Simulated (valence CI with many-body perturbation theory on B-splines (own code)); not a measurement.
## E1 line list for Te44+

Method: relativistic CI+MBPT: six valence electrons over a frozen Dirac-Fock core [He], radial functions for each j: 9 s, 9 p, 8 d, 6 f, 3 g, 1 h, with the one-electron correlation potential Σ1 (screened to all orders), the two-electron term Σ2, the three-electron term Σ3, Breit, model QED; selected single and double excitations, second order for the rest, scaled by the run's own slope (own B-spline code, finite nucleus).

No measured spectrum was set against this ion. As an estimate, large intervals hold to a few tenths of a per cent, small ones and those within an open d or f shell to about a per cent. Among the levels kept, up to 2500 cm⁻¹ of a level comes from second order outside the variational space, and about a tenth of that is noise between levels of different J, which matters for small intervals.

Lines 101 to 150 of 248 in falling wavelength, among levels below 343.11 Ry, chosen from the strongest by gf and those to the six lowest levels. Wavelengths and rates use the calculated energies. Electric multipoles are in the length gauge with retardation, E1 and E2 with the static RPA response of the core. Weak lines are less certain than strong ones. Lines between different terms over intervals too small for the method are left out, as are lines whose strength nearly cancels. Where a level lies close to another of its J and parity, the split of strength between their lines is uncertain. The highest levels of a list are the least certain.

Levels are named by their leading jj configuration (3d3/2^4 stands for four electrons in 3d with j = 3/2), which in mixed levels can hold well under half, so a name can repeat and another be missing. Letters in brackets count levels of one name in rising energy.

```tsv
λ vac (Å)	Upper	Lower	A (s⁻¹)	log gf	Branch %
44.09	(2s 2p1/2^2 2p3/2^3) J=1	(2s^2 2p1/2 2p3/2^3) J=2	4.58e+10	-1.40	3.0
42.82	(2p1/2^2 2p3/2^4) J=0	(2s 2p1/2 2p3/2^4) J=1	2.72e+11	-1.13	11.1
41.68	(2s 2p1/2^2 2p3/2^3) J=1	(2s^2 2p1/2 2p3/2^3) J=1	2.17e+10	-1.77	1.4
25.74	(2s 2p1/2^2 2p3/2^2 3s) J=3	(2s^2 2p1/2^2 2p3/2 3s) J=2	1.56e+11	-0.96	2.7
25.63	(2s 2p1/2^2 2p3/2^2 3p1/2) J=2	(2s^2 2p1/2^2 2p3/2 3p1/2) J=1	9.46e+10	-1.33	0.1
25.56	(2s 2p1/2^2 2p3/2^2 3p1/2) J=3	(2s^2 2p1/2^2 2p3/2 3p1/2) J=2	1.36e+11	-1.03	1.3
25.14	(2s 2p1/2^2 2p3/2^2 3s) J=2 [a]	(2s^2 2p1/2^2 2p3/2 3s) J=1	7.46e+10	-1.45	0.2
23.42	(2s 2p1/2^2 2p3/2^3) J=2	(2s^2 2p1/2^2 2p3/2^2) J=2	5.78e+11	-0.62	92.9
23.10	(2s 2p1/2 2p3/2^4) J=0	(2s^2 2p1/2 2p3/2^3) J=1	1.14e+12	-1.04	100.0
22.82	(2s 2p1/2^2 2p3/2^3) J=1	(2s^2 2p1/2^2 2p3/2^2) J=0	3.43e+11	-1.09	22.5
22.62	(2s 2p1/2^2 2p3/2^2 3s) J=1 [a]	(2s^2 2p1/2^2 2p3/2 3s) J=2	6.74e+11	-0.81	3.3
22.62	(2s 2p1/2^2 2p3/2^2 3s) J=2 [b]	(2s^2 2p1/2^2 2p3/2 3s) J=1	1.25e+11	-1.32	1.4
22.61	(2s 2p1/2^2 2p3/2^2 3s) J=1 [b]	(2s^2 2p1/2^2 2p3/2 3s) J=1	1.06e+12	-0.62	2.2
22.47	(2s 2p1/2 2p3/2^4) J=1	(2s^2 2p1/2 2p3/2^3) J=2	1.24e+12	-0.55	83.4
22.36	(2s 2p1/2^2 2p3/2^2 3s) J=2 [b]	(2s^2 2p1/2^2 2p3/2 3s) J=2	9.04e+11	-0.47	9.9
22.13	(2p1/2^2 2p3/2^4) J=0	(2s 2p1/2^2 2p3/2^3) J=1	2.18e+12	-0.80	88.9
21.82	(2s 2p1/2 2p3/2^4) J=1	(2s^2 2p1/2 2p3/2^3) J=1	1.78e+11	-1.42	12.0
21.40	(2s 2p1/2^2 2p3/2^3) J=1	(2s^2 2p1/2^2 2p3/2^2) J=2	1.12e+12	-0.64	73.1
15.23	(2s 2p1/2 2p3/2^4) J=1	(2s^2 2p1/2^2 2p3/2^2) J=0	1.57e+09	-3.79	0.1
14.59	(2s 2p1/2 2p3/2^4) J=1	(2s^2 2p1/2^2 2p3/2^2) J=2	3.64e+10	-2.46	2.4
3.446	(2s^2 2p1/2^2 2p3/2 3p1/2) J=1	(2s 2p1/2^2 2p3/2^3) J=1	2.35e+09	-4.90	1.1
3.444	(2s^2 2p1/2^2 2p3/2 3p1/2) J=2	(2s 2p1/2^2 2p3/2^3) J=1	3.96e+10	-3.45	13.7
3.398	(2s^2 2p1/2^2 2p3/2 3p1/2) J=1	(2s 2p1/2^2 2p3/2^3) J=2	5.92e+10	-3.51	27.7
3.397	(2s^2 2p1/2^2 2p3/2 3p1/2) J=2	(2s 2p1/2^2 2p3/2^3) J=2	6.76e+09	-4.23	2.3
3.370	(2s^2 2p1/2^2 2p3/2 3p3/2) J=1	(2s 2p1/2^2 2p3/2^3) J=1	2.06e+10	-3.98	7.2
3.354	(2s^2 2p1/2^2 2p3/2 3p3/2) J=2	(2s 2p1/2^2 2p3/2^3) J=1	1.94e+09	-4.79	0.8
3.339	(2s^2 2p1/2^2 2p3/2 3p3/2) J=0	(2s 2p1/2^2 2p3/2^3) J=1	4.07e+11	-3.17	47.6
3.325	(2s^2 2p1/2^2 2p3/2 3p3/2) J=3	(2s 2p1/2^2 2p3/2^3) J=2	4.87e+10	-3.25	20.8
3.325	(2s^2 2p1/2^2 2p3/2 3p3/2) J=1	(2s 2p1/2^2 2p3/2^3) J=2	8.22e+10	-3.39	28.6
3.309	(2s^2 2p1/2^2 2p3/2 3p3/2) J=2	(2s 2p1/2^2 2p3/2^3) J=2	6.26e+10	-3.29	26.1
3.257	(2s^2 2p1/2^2 2p3/2 3s) J=2	(2s^2 2p1/2 2p3/2^3) J=2	1.58e+10	-3.90	0.1
3.251	(2s^2 2p1/2^2 2p3/2 3s) J=1	(2s^2 2p1/2 2p3/2^3) J=2	8.68e+09	-4.38	0.0
3.243	(2s^2 2p1/2^2 2p3/2 3s) J=2	(2s^2 2p1/2 2p3/2^3) J=1	1.76e+09	-4.86	0.0
3.237	(2s^2 2p1/2^2 2p3/2 3s) J=1	(2s^2 2p1/2 2p3/2^3) J=1	4.70e+10	-3.65	0.1
3.207	(2s^2 2p1/2 2p3/2^2 3p1/2) J=1 [a]	(2s 2p1/2^2 2p3/2^3) J=1	2.44e+10	-3.95	20.7
3.202	(2s^2 2p1/2 2p3/2^2 3p1/2) J=2 [a]	(2s 2p1/2^2 2p3/2^3) J=1	8.66e+07	-6.18	0.1
3.171	(2s^2 2p1/2 2p3/2^2 3p1/2) J=2 [b]	(2s 2p1/2^2 2p3/2^3) J=1	2.45e+11	-2.73	30.6
3.167	(2s^2 2p1/2 2p3/2^2 3p1/2) J=1 [b]	(2s 2p1/2^2 2p3/2^3) J=1	3.06e+10	-3.86	10.5
3.166	(2s^2 2p1/2 2p3/2^2 3p1/2) J=1 [a]	(2s 2p1/2^2 2p3/2^3) J=2	1.43e+10	-4.19	12.2
3.161	(2s^2 2p1/2 2p3/2^2 3p1/2) J=2 [a]	(2s 2p1/2^2 2p3/2^3) J=2	3.61e+09	-4.57	2.3
3.149	(2s^2 2p1/2 2p3/2^2 3p1/2) J=3	(2s 2p1/2^2 2p3/2^3) J=2	2.67e+10	-3.56	12.2
3.146	(2s^2 2p1/2 2p3/2^2 3p1/2) J=0	(2s 2p1/2^2 2p3/2^3) J=1	3.63e+11	-3.27	56.0
3.141	(2s^2 2p1/2 2p3/2^2 3p3/2) J=2 [a]	(2s 2p1/2^2 2p3/2^3) J=1	1.88e+10	-3.86	3.4
3.137	(2s^2 2p1/2 2p3/2^2 3p3/2) J=0	(2s 2p1/2^2 2p3/2^3) J=1	7.72e+10	-3.94	23.5
3.131	(2s^2 2p1/2 2p3/2^2 3p1/2) J=2 [b]	(2s 2p1/2^2 2p3/2^3) J=2	4.18e+11	-2.51	52.1
3.130	(2s^2 2p1/2 2p3/2^2 3p3/2) J=1 [a]	(2s 2p1/2^2 2p3/2^3) J=1	1.62e+10	-4.15	5.6
3.127	(2s^2 2p1/2 2p3/2^2 3p1/2) J=1 [b]	(2s 2p1/2^2 2p3/2^3) J=2	8.41e+09	-4.43	2.9
3.113	(2s^2 2p1/2 2p3/2^2 3p3/2) J=1 [b]	(2s 2p1/2^2 2p3/2^3) J=1	9.29e+11	-2.39	51.5
3.105	(2s^2 2p1/2 2p3/2^2 3p3/2) J=2 [b]	(2s 2p1/2^2 2p3/2^3) J=1	4.55e+09	-4.48	0.2
3.103	(2s^2 2p1/2 2p3/2^2 3p3/2) J=3 [a]	(2s 2p1/2^2 2p3/2^3) J=2	2.72e+11	-2.56	61.9
```

Question: How does gf follow from A for the line at 22.13 Å?

Answer: gf = 1.4992 × (2J+1)_upper × A / σ², with σ = 4518572 cm⁻¹ and 2J+1 = 1: gf = 0.160.
